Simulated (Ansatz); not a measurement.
`[SiH3][GaH2]` and `[GaH2][SnH3]` differ in one element.

Ansatz, PBE0-D4/def2-TZVP geometries, multiplicity 1. 

Elements past krypton have def2 core potentials. Scalar relativity is left out up to krypton.

```
                                        property  `[SiH3][GaH2]`
           HOMO energy (ωB97M-V/def2-TZVPP) / eV           -9.66
              HOMO energy (PBE0/def2-TZVPP) / eV           -7.64
  size of the dipole moment (PBE/def2-TZVPP) / D            0.10
size of the dipole moment (B3LYP/def2-TZVPP) / D            0.10
             HOMO–LUMO gap (PBE/def2-TZVPP) / eV            3.63
           HOMO–LUMO gap (B3LYP/def2-TZVPP) / eV            5.03
```

Q: What does the change do to each property? (An estimate is asked.)

A: Ansatz gave: 
| property | `[GaH2][SnH3]` | shift |
| --- | --- | --- |
| HOMO energy (ωB97M-V/def2-TZVPP) / eV | -9.39 | 0.27 |
| HOMO energy (PBE0/def2-TZVPP) / eV | -7.41 | 0.23 |
| size of the dipole moment (PBE/def2-TZVPP) / D | 0.54 | 0.44 |
| size of the dipole moment (B3LYP/def2-TZVPP) / D | 0.58 | 0.48 |
| HOMO–LUMO gap (PBE/def2-TZVPP) / eV | 3.38 | -0.25 |
| HOMO–LUMO gap (B3LYP/def2-TZVPP) / eV | 4.71 | -0.32 |

With PBE0 the HOMO rises by 0.23 eV and the LUMO falls by 0.10 eV, so the gap narrows by about 0.33 eV. PBE moves the HOMO by 0.17 eV and ωB97M-V by 0.27 eV. Dipoles are sizes alone; their direction can turn.

B3LYP here is the variant with VWN-RPA as its local correlation; programs differ in this.
